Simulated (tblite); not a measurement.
C6H6F2O.
Numbering: `[CH2:1]=[CH:2][C:3]1=[CH:4][C@H:5]1[O:6][CH:7]([F:8])[F:9]` (hydrogens: H10, H11 on C1; H12 on C2; H13 on C4; H14 on C5; H15 on C7)

Computed with GFN2-xTB (tblite), gas phase: Langevin dynamics at 400 K from the optimised GFN2-xTB geometry, time step 0.5 fs, friction 0.01 fs⁻¹, 2000 steps. The instantaneous temperature is 2·E(kin)/(3Nk) with all 3N coordinates.

| t (fs) | T (K) | E(pot) above start (eV) | C1=C2 (Å) | C2–C3 (Å) | C3=C4 (Å) | C4–C5 (Å) | C5–O6 (Å) | C1–H10 (Å) | C1–C2–C3–C4 (°) |
| --- | --- | --- | --- | --- | --- | --- | --- | --- | --- |
| 0 | 319 | 0.000 | 1.331 | 1.422 | 1.314 | 1.489 | 1.433 | 1.076 | -176 |
| 25 | 171 | 0.421 | 1.343 | 1.452 | 1.297 | 1.490 | 1.459 | 1.090 | -168 |
| 50 | 242 | 0.419 | 1.346 | 1.429 | 1.320 | 1.513 | 1.404 | 1.066 | -179 |
| 75 | 297 | 0.371 | 1.319 | 1.406 | 1.306 | 1.523 | 1.433 | 1.085 | -179 |
| 100 | 306 | 0.426 | 1.340 | 1.397 | 1.310 | 1.476 | 1.472 | 1.095 | 180 |
| 125 | 245 | 0.488 | 1.354 | 1.413 | 1.304 | 1.483 | 1.463 | 1.080 | 169 |
| 150 | 240 | 0.568 | 1.352 | 1.420 | 1.312 | 1.468 | 1.397 | 1.147 | -172 |
| 175 | 299 | 0.494 | 1.329 | 1.460 | 1.328 | 1.513 | 1.406 | 1.054 | -145 |
| 200 | 278 | 0.574 | 1.351 | 1.489 | 1.312 | 1.508 | 1.492 | 1.080 | -164 |
| 225 | 341 | 0.481 | 1.338 | 1.414 | 1.356 | 1.464 | 1.493 | 1.097 | -177 |
| 250 | 337 | 0.487 | 1.322 | 1.435 | 1.309 | 1.447 | 1.422 | 1.094 | -175 |
| 275 | 378 | 0.321 | 1.326 | 1.445 | 1.309 | 1.485 | 1.476 | 1.077 | -154 |
| 300 | 299 | 0.605 | 1.349 | 1.394 | 1.343 | 1.526 | 1.421 | 1.078 | -170 |
| 325 | 410 | 0.571 | 1.343 | 1.457 | 1.283 | 1.507 | 1.424 | 1.118 | 178 |
| 350 | 376 | 0.615 | 1.342 | 1.396 | 1.320 | 1.510 | 1.462 | 1.070 | 148 |
| 375 | 408 | 0.633 | 1.318 | 1.372 | 1.320 | 1.495 | 1.433 | 1.061 | 151 |
| 400 | 360 | 0.574 | 1.325 | 1.437 | 1.294 | 1.463 | 1.480 | 1.099 | 172 |
| 425 | 420 | 0.412 | 1.358 | 1.393 | 1.357 | 1.511 | 1.449 | 1.069 | 165 |
| 450 | 300 | 0.482 | 1.344 | 1.457 | 1.315 | 1.506 | 1.419 | 1.121 | 161 |
| 475 | 305 | 0.608 | 1.310 | 1.491 | 1.311 | 1.508 | 1.414 | 1.049 | 173 |
| 500 | 353 | 0.599 | 1.334 | 1.459 | 1.362 | 1.502 | 1.457 | 1.082 | 141 |
| 525 | 362 | 0.757 | 1.323 | 1.459 | 1.293 | 1.481 | 1.387 | 1.137 | 143 |
| 550 | 400 | 0.570 | 1.317 | 1.413 | 1.347 | 1.476 | 1.462 | 1.046 | 147 |
| 575 | 330 | 0.679 | 1.321 | 1.421 | 1.334 | 1.467 | 1.441 | 1.094 | 175 |
| 600 | 441 | 0.616 | 1.312 | 1.410 | 1.317 | 1.500 | 1.443 | 1.114 | 155 |
| 625 | 344 | 0.665 | 1.325 | 1.455 | 1.305 | 1.473 | 1.457 | 1.025 | 162 |
| 650 | 475 | 0.401 | 1.333 | 1.381 | 1.331 | 1.460 | 1.461 | 1.090 | -177 |
| 675 | 531 | 0.399 | 1.359 | 1.422 | 1.305 | 1.456 | 1.450 | 1.080 | -162 |
| 700 | 495 | 0.678 | 1.338 | 1.401 | 1.322 | 1.463 | 1.493 | 1.112 | 180 |
| 725 | 450 | 0.723 | 1.330 | 1.436 | 1.342 | 1.437 | 1.466 | 1.052 | -146 |
| 750 | 645 | 0.656 | 1.351 | 1.434 | 1.325 | 1.492 | 1.396 | 1.091 | -123 |
| 775 | 511 | 0.628 | 1.312 | 1.455 | 1.329 | 1.569 | 1.532 | 1.074 | -156 |
| 800 | 553 | 0.527 | 1.330 | 1.433 | 1.343 | 1.476 | 1.428 | 1.088 | -168 |
| 825 | 427 | 0.605 | 1.338 | 1.410 | 1.304 | 1.484 | 1.372 | 1.104 | 175 |
| 850 | 372 | 0.471 | 1.323 | 1.427 | 1.343 | 1.473 | 1.451 | 1.052 | 151 |
| 875 | 226 | 0.702 | 1.316 | 1.457 | 1.307 | 1.523 | 1.535 | 1.071 | 139 |
| 900 | 373 | 0.821 | 1.375 | 1.472 | 1.317 | 1.506 | 1.364 | 1.094 | 140 |
| 925 | 275 | 0.917 | 1.382 | 1.416 | 1.329 | 1.530 | 1.386 | 1.043 | 109 |
| 950 | 466 | 0.722 | 1.331 | 1.493 | 1.298 | 1.486 | 1.479 | 1.078 | 149 |
| 975 | 414 | 0.812 | 1.282 | 1.442 | 1.328 | 1.548 | 1.437 | 1.117 | 127 |
| 1000 | 466 | 0.510 | 1.296 | 1.426 | 1.330 | 1.470 | 1.394 | 1.071 | 164 |

Question: From 500 fs on, how do temperature and potential energy compare with equipartition?

Answer: The mean temperature of these 21 frames is 424 K against the target 400 K, and the mean potential energy 0.64 eV against 39 × kT/2 = 0.67 eV for 39 classical harmonic modes. For 15 atoms in a canonical ensemble the temperature itself scatters by T·√(2/(3N)) = 84 K; here its standard deviation is 95 K. The whole run lasts only 10 friction times of 100 fs, so these averages carry a wide statistical error.

Question: What are the kinetic and total energies of the listed frame with the highest potential energy?

Answer: The one at 925 fs, 0.917 eV above the start. Its kinetic energy is 3NkT/2 = 0.532 eV at 275 K, so the sum is 1.45 eV; over the listed frames the sum runs from 0.62 to 1.91 eV, since the thermostat adds and removes energy.

Question: How much do the listed bonds fluctuate from 500 fs on?

Answer: 
| bond | at the start (Å) | mean (Å) | standard deviation (Å) |
| --- | --- | --- | --- |
| C1=C2 | 1.331 | 1.330 | 0.023 |
| C2–C3 | 1.422 | 1.434 | 0.026 |
| C3=C4 | 1.314 | 1.324 | 0.018 |
| C4–C5 | 1.489 | 1.489 | 0.031 |
| C5–O6 | 1.433 | 1.442 | 0.046 |
| C1–H10 | 1.076 | 1.082 | 0.027 |

The motion is classical and holds no zero-point motion.

What follows is the cost of the whole dynamics run. The run took about 40 s of CPU time (one thread, shared machine).
